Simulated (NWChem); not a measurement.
System: disilylmethane (CH8Si2); SMILES [SiH3]C[SiH3]

Results from NWChem. The geometry was optimised at PBE0/def2-SVP. Level BLYP/def2-SVP: single points from the atomic guess with DIIS by default; each run changes one setting, and all converged runs end within 0.3 mHa of each other. cgmin counts macro-iterations, each dearer than a DIIS step.

Question: Which setting needs the most SCF iterations, or fails (no DIIS, 40 % damping; quadratically convergent solver (cgmin); level shift of 0.5 Ha throughout; defaults; occupation smearing of 0.005 Ha)?

Answer: no DIIS, 40 % damping, with 19 against 7 for the defaults.
```tsv
setting	SCF iterations
defaults	7
quadratically convergent solver (cgmin)	4
level shift of 0.5 Ha throughout	8
no DIIS, 40 % damping	19
occupation smearing of 0.005 Ha	7
```
